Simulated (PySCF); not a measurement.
Isomers of C5H7F4P, mass 174.022 u with the commonest isotopes. Theory: PBE0/pcSseg-1 in PySCF (dipole) on a GFN2-xTB geometry, gas phase. One conformer each, none proved a minimum here; rigid rotors.

Problem. Order these by dipole moment, largest first.
A. `[CH3:1]/[C:2]([F:3])=[P:4]/[CH2:5][CH2:6][C:7]([F:8])([F:9])[F:10]` with C2–P4–C5–C6 -73°, P4–C5–C6–C7 -172°
B. `[CH3:1][CH2:2]/[C:3]([F:4])=[P:5]/[CH2:6][C:7]([F:8])([F:9])[F:10]` with C1–C2–C3–F4 -179°, C3–P5–C6–C7 -95°
C. `[CH3:1][CH:2]([CH3:3])/[C:4]([F:5])=[P:6]/[C:7]([F:8])([F:9])[F:10]` with C1–C2–C4–F5 68°

Solution. C (3.89 D), A (3.18 D), B (2.99 D).

Problem. Order these by rotational constant B, largest first.
A. `[CH3:1][CH:2]([CH3:3])/[C:4]([F:5])=[P:6]/[C:7]([F:8])([F:9])[F:10]` with C1–C2–C4–F5 68°
B. `[CH3:1]/[C:2]([F:3])=[P:4]/[CH2:5][CH2:6][C:7]([F:8])([F:9])[F:10]` with C2–P4–C5–C6 -73°, P4–C5–C6–C7 -172°
C. `[CH3:1][CH2:2]/[C:3]([F:4])=[P:5]/[CH2:6][C:7]([F:8])([F:9])[F:10]` with C1–C2–C3–F4 -179°, C3–P5–C6–C7 -95°

Solution. A (675.3 MHz), C (624.7 MHz), B (496.9 MHz).

Problem. Order these by out-of-plane moment Σ m c² = (Ia + Ib − Ic)/2, largest first.
A. `[CH3:1][CH:2]([CH3:3])/[C:4]([F:5])=[P:6]/[C:7]([F:8])([F:9])[F:10]` with C1–C2–C4–F5 68°
B. `[CH3:1]/[C:2]([F:3])=[P:4]/[CH2:5][CH2:6][C:7]([F:8])([F:9])[F:10]` with C2–P4–C5–C6 -73°, P4–C5–C6–C7 -172°
C. `[CH3:1][CH2:2]/[C:3]([F:4])=[P:5]/[CH2:6][C:7]([F:8])([F:9])[F:10]` with C1–C2–C3–F4 -179°, C3–P5–C6–C7 -95°

Solution. C (71.38 u·Å²), A (69.23 u·Å²), B (59.91 u·Å²).

| SMILES | point group | Ia (u·Å²) | Ib (u·Å²) | Ic (u·Å²) | κ | μa (D) | μb (D) | μc (D) |
| --- | --- | --- | --- | --- | --- | --- | --- | --- |
| CC(C)/C(F)=P/C(F)(F)F | C1 | 225.55 | 748.32 | 835.41 | -0.91 | 3.86 | 0.49 | 0.06 |
| C/C(F)=P/CCC(F)(F)F | C1 | 207.93 | 1017.02 | 1105.15 | -0.96 | 3.11 | 0.15 | 0.61 |
| CC/C(F)=P/CC(F)(F)F | C1 | 221.41 | 808.94 | 887.59 | -0.94 | 2.78 | 0.18 | 1.11 |
